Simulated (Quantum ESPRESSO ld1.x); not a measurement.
Input file for ld1.x (Quantum ESPRESSO 7.5):

```
 &input
    zed=44.5,
    iswitch=1,
    rel=2,
    dft='RXC-VWN',
    config='[Kr] 4d8',
    rel_dist='energy',
    verbosity='high',
    lsmall=.true.,
    prefix='ld1',
    max_out_wfc=37,
    file_charge='ld1.rho',
 /
```

Command: `OMP_NUM_THREADS=1 ld1.x < ld1.in > ld1.out`

It prints:

```
     Program LD1 v.7.5 starts

     --------------------------- All-electron run ----------------------------

     dirac relativistic calculation

     atomic number is 44.50
     dft =RXC-VWN   lsd =0 sic =0 latt =0  beta=0.20 tr2=1.0E-14
     Exchange-correlation= RXC-VWN
                           (   3   2   0   0   0   0   0)
     mesh =2051 r(mesh) =  99.93408 a.u. xmin = -8.00 dx = 0.00800
     1 Ry =  13.60569312 eV, c = 137.03599908

     n l j   nl                  e(Ry)          e(Ha)          e(eV)
     Spin orbit split results
     1 0 0.5 1S 1( 2.00)   -1642.753997946    -821.376998973 -22350.8067726
     2 0 0.5 2S 1( 2.00)    -237.559523923    -118.779761961  -3232.1619809
     2 1 0.5 2P 1( 2.00)    -220.085018005    -110.042509002  -2994.4092159
     2 1 1.5 2P 1( 4.00)    -210.054650632    -105.027325316  -2857.9391156
     3 0 0.5 3S 1( 2.00)     -42.233483777     -21.116741889   -574.6158198
     3 1 0.5 3P 1( 2.00)     -35.373688382     -17.686844191   -481.2835488
     3 1 1.5 3P 1( 4.00)     -33.657910249     -16.828955124   -457.9391980
     4 0 0.5 4S 1( 2.00)      -5.962781184      -2.981390592    -81.1277709
     4 1 0.5 4P 1( 2.00)      -3.891454355      -1.945727178    -52.9459338
     4 1 1.5 4P 1( 4.00)      -3.623452054      -1.811726027    -49.2995767
     3 2 1.5 3D 1( 4.00)     -21.412877940     -10.706438970   -291.3370461
     3 2 2.5 3D 1( 6.00)     -21.074917439     -10.537458719   -286.7388593
     4 2 1.5 4D 1( 4.00)      -0.612584860      -0.306292430     -8.3346416
     4 2 2.5 4D 1( 4.00)      -0.587027703      -0.293513852     -7.9869188
     Averaged results
     1 0     1S 1( 2.00)   -1642.753997946    -821.376998973 -22350.8067726
     2 0     2S 1( 2.00)    -237.559523923    -118.779761961  -3232.1619809
     2 1     2P 1( 6.00)    -213.398106423    -106.699053212  -2903.4291490
     3 0     3S 1( 2.00)     -42.233483777     -21.116741889   -574.6158198
     3 1     3P 1( 6.00)     -34.229836293     -17.114918147   -465.7206483
     4 0     4S 1( 2.00)      -5.962781184      -2.981390592    -81.1277709
     4 1     4P 1( 6.00)      -3.712786154      -1.856393077    -50.5150290
     3 2     3D 1(10.00)     -21.210101639     -10.605050820   -288.5781340
     4 2     4D 1( 8.00)      -0.597250566      -0.298625283     -8.1260079

     final scf error:  8.1E-15 reached in  23 iterations

     Etot =   -9293.792816 Ry,   -4646.896408 Ha, -126448.493008 eV

     Ekin =    9654.992435 Ry,    4827.496218 Ha,  131362.864177 eV
     Encl =  -22484.331372 Ry,  -11242.165686 Ha, -305914.912727 eV
     Eh   =    3787.018478 Ry,    1893.509239 Ha,   51525.011262 eV
     Exc  =    -251.472357 Ry,    -125.736179 Ha,   -3421.455720 eV

     normalization and overlap integrals

     s(1S/1S) =  1.000000  <r> =   0.0331  <r2> =    0.0015  r(max) =   0.0216
     LC norm =  0.97371939 + SC norm =  0.02628061 =  1.00000000
     s(1S/2S) =  0.000000
     s(1S/3S) = -0.000000
     s(1S/4S) =  0.000000
     s(2S/2S) =  1.000000  <r> =   0.1438  <r2> =    0.0244  r(max) =   0.1215
     LC norm =  0.99454646 + SC norm =  0.00545354 =  1.00000000
     s(2S/3S) =  0.000000
     s(2S/4S) =  0.000000
     s(2P/2P) =  1.000000  <r> =   0.1222  <r2> =    0.0183  r(max) =   0.0948
     LC norm =  0.99452774 + SC norm =  0.00547226 =  1.00000000
     s(2P/3P) =  0.000000
     s(2P/4P) =  0.000000
     s(2P/2P) =  1.000000  <r> =   0.1270  <r2> =    0.0197  r(max) =   0.0987
     LC norm =  0.99472608 + SC norm =  0.00527392 =  1.00000000
     s(2P/3P) =  0.000000
     s(2P/4P) = -0.000000
     s(3S/3S) =  1.000000  <r> =   0.3977  <r2> =    0.1812  r(max) =   0.3579
     LC norm =  0.99850433 + SC norm =  0.00149567 =  1.00000000
     s(3S/4S) =  0.000000
     s(3P/3P) =  1.000000  <r> =   0.3902  <r2> =    0.1772  r(max) =   0.3439
     LC norm =  0.99855511 + SC norm =  0.00144489 =  1.00000000
     s(3P/4P) =  0.000000
     s(3P/3P) =  1.000000  <r> =   0.4009  <r2> =    0.1869  r(max) =   0.3522
     LC norm =  0.99860941 + SC norm =  0.00139059 =  1.00000000
     s(3P/4P) =  0.000000
     s(4S/4S) =  1.000000  <r> =   1.0012  <r2> =    1.1383  r(max) =   0.8981
     LC norm =  0.99963602 + SC norm =  0.00036398 =  1.00000000
     s(4P/4P) =  1.000000  <r> =   1.0865  <r2> =    1.3570  r(max) =   0.9498
     LC norm =  0.99968934 + SC norm =  0.00031066 =  1.00000000
     s(4P/4P) =  1.000000  <r> =   1.1188  <r2> =    1.4397  r(max) =   0.9729
     LC norm =  0.99970461 + SC norm =  0.00029539 =  1.00000000
     s(3D/3D) =  1.000000  <r> =   0.3755  <r2> =    0.1689  r(max) =   0.2954
     LC norm =  0.99872026 + SC norm =  0.00127974 =  1.00000000
     s(3D/4D) =  0.000000
     s(3D/3D) =  1.000000  <r> =   0.3790  <r2> =    0.1719  r(max) =   0.2978
     LC norm =  0.99873604 + SC norm =  0.00126396 =  1.00000000
     s(3D/4D) = -0.000000
     s(4D/4D) =  1.000000  <r> =   1.6501  <r2> =    3.3990  r(max) =   1.1788
     LC norm =  0.99984835 + SC norm =  0.00015165 =  1.00000000
     s(4D/4D) =  1.000000  <r> =   1.6781  <r2> =    3.5225  r(max) =   1.1978
     LC norm =  0.99985256 + SC norm =  0.00014744 =  1.00000000

     LC charge = 43.87661811 + SC charge =  0.12338189 = 44.00000000

     ------------------------ End of All-electron run ------------------------
```

Run on one thread of a shared host, so times are rough (Intel(R) Xeon(R) Processor @ 2.60GHz): 0.69 s of CPU time, 0.72 s wall, 23 iterations on 2051 mesh points.
